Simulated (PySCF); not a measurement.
# Shapes and spin states of BrTcN

All numbers come from B3LYP in PySCF with Tc def2-SVP with ECP28, N def2-SVP, Br def2-SVP; scalar-relativistic core potentials, no spin–orbit coupling; density-fitted integrals.

Relaxations began from a few typed shapes and spin states; open shells are unrestricted. The search is not exhaustive: other isomers or separated fragments can lie lower, and high-lying points may rest on an excited occupation.

| spin | group | bonds | angles | imaginary modes (cm⁻¹) | ΔE (kJ/mol) | ΔE with ZPE (kJ/mol) |
| --- | --- | --- | --- | --- | --- | --- |
| doublet | Cs | Tc–Br 2.462 Å, Tc–N 1.585 Å | Br–Tc–N 125.2° | none | 0.0 | 0.0 |
| doublet | Cs | Tc–Br 2.460 Å, Tc–N 1.586 Å | Br–Tc–N 126.8° | none | 1.6 | 1.5 |
| doublet | C∞v | Tc–Br 2.530 Å, Tc–N 1.586 Å | Br–Tc–N 180.0° | 106i, 106i | 17.9 | – |
| quartet | Cs | Tc–Br 2.436 Å, Tc–N 1.621 Å | Br–Tc–N 125.5° | none | 24.3 | 24.0 |

The lowest minimum found is the doublet Cs: Tc–Br 2.462 Å, Tc–N 1.585 Å; Br–Tc–N 125.2°.

Formally Tc is in oxidation state +4, d3, with 1 unpaired electron (the high-spin count would be 3). The Mulliken spin on Tc is 1.17. The polar-tensor charge on Tc, 1.13, is far below the formal one.

For the lowest minimum: with open d or f shells other occupations or spin states may lie lower.
